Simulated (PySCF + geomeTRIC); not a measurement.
Species: CH₂BN, SMILES `BC#N` (charge 0, multiplicity 1).

Task: Give a relaxed geometry from M06-2X/def2-TZVP run with PySCF + geomeTRIC.

Result: the end point of this relaxation (outside a Z-matrix the atoms follow the SMILES, hydrogens last).
Bonds (Å): B1–C2 1.532, B1–H4 1.181, B1–H5 1.181, C2–N3 1.149. Bond angles (°): C2–B1–H4 118.7, C2–B1–H5 118.7, H4–B1–H5 122.6, B1–C2–N3 179.8.
